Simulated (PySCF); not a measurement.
**UHF on Au²⁺ (gold, charge +2)**

Configuration: [Xe] 4f14 5d8 6s1, high-spin 4F determinant (an excited configuration). Calculation: PySCF 2.14, in x2c-TZVPPall (11s7p7d3f1g, 97 functions); the spin-free X2C one-electron Hamiltonian (Gaussian nucleus).

| Quantity | Value |
| --- | --- |
| Total energy | -19007.660975 hartree |
| One-electron energy | -25993.9861 hartree |
| Hartree (Coulomb) energy | 7349.8415 hartree |
| Exchange energy | -363.5164 hartree |
| ⟨S²⟩ | 3.7532 |
| ⟨L²⟩ | 12.036 |
| Sum of ⟨r⟩ | 40.99 bohr |
| Sum of ⟨r²⟩ | 45.12 bohr² |
| Langevin diamagnetic susceptibility | -35.7 ×10⁻⁶ cm³/mol |

```
shell  electrons  mean orbital energy (eV)  spread (eV)  rms radius, mean of both spins (bohr)
 1s α          1                  -81191.2            0                                 0.0190
 1s β          1                  -81191.1            0                                 0.0190
 2s α          1                  -14497.5            0                                 0.0768
 2s β          1                  -14497.1            0                                 0.0768
 2p α          3                  -12587.7            0                                 0.0705
 2p β          3                  -12587.4            0                                 0.0705
 3s α          1                   -3510.7            0                                  0.196
 3s β          1                   -3510.5            0                                  0.196
 3p α          3                   -2945.2            0                                  0.198
 3p β          3                   -2945.1            0                                  0.198
 3d α          5                   -2313.5        0.127                                  0.182
 3d β          5                   -2313.2        0.413                                  0.182
 4s α          1                   -819.53            0                                  0.432
 4s β          1                   -818.97            0                                  0.432
 4p α          3                   -630.06            0                                  0.460
 4p β          3                   -629.61            0                                  0.460
 4d α          5                   -392.94        0.348                                  0.492
 4d β          5                   -392.30        0.851                                  0.492
 5s α          1                   -155.01            0                                  0.993
 5s β          1                   -151.58            0                                  0.993
 4f α          7                   -129.88        0.448                                  0.545
 4f β          7                   -129.47        0.115                                  0.545
 5p α          3                   -102.05            0                                   1.14
 5p β          3                   -97.579            0                                   1.14
 5d α          5                   -37.994        1.159                                   1.56
 5d β          3                   -35.822            0                                   1.56
 6s α          1                   -27.302            0                                   2.65
```

Spin-orbit coupling, absent here, splits the open shell strongly.

Densities and radii are taken from the X2C orbitals without a picture-change correction, which distorts them close to the nucleus.

Spin-orbit constants ζ (cm⁻¹) from the X2C one-electron operator on these orbitals: bare nucleus, nucleus screened by l(l+1)(2l+1)/3 electrons, and screened by the Breit-Pauli mean field of the electrons.

| shell | bare | screened nucleus | mean field |
| --- | --- | --- | --- |
| 2p | 9133000 | 8901000 | n/a |
| 3p | 2036000 | 1985000 | n/a |
| 3d | 316000 | 276000 | n/a |
| 4p | 484400 | 472200 | n/a |
| 4d | 66490 | 58070 | n/a |
| 4f | 13270 | 8567 | n/a |
| 5p | 77510 | 75540 | n/a |
| 5d | 6578 | 5745 | n/a |

To first order the Landé constant is A = -1915 cm⁻¹, so the lowest level has J = 9/2 and lies 1.07 eV below the centre of the term. This holds in LS coupling only.
